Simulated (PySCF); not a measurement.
**Ionisation energy of Se⁺ by level of theory**

Se⁺ [Ar] 3d10 4s2 4p3 (4S) → Se²⁺ [Ar] 3d10 4s2 4p2 (3P), as a difference of total energies. Computed with PySCF 2.14 in cc-pVTZ-PP with ECP10MDF, with a scalar-relativistic core potential. Correlated levels: valence: 3s2 3p6 3d10 frozen. The calculations carry no spin-orbit coupling.

| method | ionisation energy (eV) | difference from reference (eV) |
| --- | --- | --- |
| UHF | 20.840 | -0.356 |
| TPSS | 21.306 | +0.110 |
| PBE | 21.242 | +0.046 |
| MP2 (valence) | 21.345 | +0.149 |
| SCS-MP2 (valence) | 21.194 | -0.002 |
| CCSD (valence) | 21.310 | +0.114 |
| CCSD(T) (valence) | 21.338 | +0.142 |

Reference: 21.196 ± 0.01 eV (measured; NIST Atomic Spectra Database, ionization energies).

The reference lies between the lowest fine-structure levels, while these numbers refer to the centres of the terms.

Errors of the correlated levels include the incompleteness of this basis and the frozen core.
